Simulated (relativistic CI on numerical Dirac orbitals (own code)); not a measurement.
## Au2+: L2,3 absorption edge

Computed with this model: Dirac-Coulomb-Breit CI, KLI orbitals optimised for each configuration, model QED, valence Slater integrals scaled by 0.9, multiplet model of core-to-valence dipole absorption; configurations [Xe] 4f14 5d9 → [He] 2s2 2p5 3s2 3p6 3d10 4s2 4p6 4d10 4f14 5s2 5p6 5d10; 80 K; Lorentzian 5 eV and Gaussian 1 eV FWHM. Energies are those of the free ion, without screening or charge transfer. The branching ratio is the share of the lower-energy edge in the whole absorption, uncertain by about 0.02 where the edges overlap. S is read from ⟨S²⟩ = S(S + 1).

Field parameters in Wybourne normalisation: D3d B²₀ = −7Dσ, B⁴₀ = −14Dq − 21Dτ, B⁴₃ = −14√(10/7) Dq; D4h B²₀ = −7Ds, B⁴₀ = 21(Dq − Dt), B⁴₄ = 21√(5/14) Dq. The field is a parameter set, without covalency.

free ion: ground-state S = 0.50, centroid 11913.19 eV. Peaks (eV, height): 11913.0 (100).

D4h, 10Dq = 14150, Ds = 2470, Dt = 1060 cm⁻¹: ground-state S = 0.50, centroid 12090.28 eV, branching ratio 0.903. Peaks (eV, height): 11914.5 (100), 13730.5 (11).

D3d, 10Dq = 24850, Dσ = -860, Dτ = 220 cm⁻¹: ground-state S = 0.50, centroid 12165.61 eV, branching ratio 0.862. Peaks (eV, height): 11914.5 (100), 13731.0 (16).

D3d, 10Dq = 36950, Dσ = -610, Dτ = -260 cm⁻¹: ground-state S = 0.50, centroid 12249.68 eV, branching ratio 0.816. Peaks (eV, height): 11915.5 (100), 13731.5 (23).

D4h, 10Dq = 9950, Ds = 1840, Dt = 790 cm⁻¹: ground-state S = 0.50, centroid 12031.58 eV, branching ratio 0.935. Peaks (eV, height): 11914.0 (100), 13730.0 (7).

D4h, 10Dq = 32750, Ds = -70, Dt = -790 cm⁻¹: ground-state S = 0.50, centroid 12268.89 eV, branching ratio 0.806. Peaks (eV, height): 11915.5 (100), 13732.0 (24).

The statistical ratio of this edge is 2/3 = 0.667. Values above it arise where the holes sit mainly in the j = l + 1/2 valence subshell or the ground state has high spin; values below it where core-valence Coulomb terms move weight to the upper edge, as in nearly empty shells. At deep edges of heavy elements the radial integrals of the two core levels differ, which raises the baseline.

Strongest unbroadened transitions for D3d, 10Dq = 24850, Dσ = -860, Dτ = 220 cm⁻¹:

```json
{"Energy (eV)": "11914.71", "Relative strength": "100.0"}
{"Energy (eV)": "13730.86", "Relative strength": "16.0"}
```
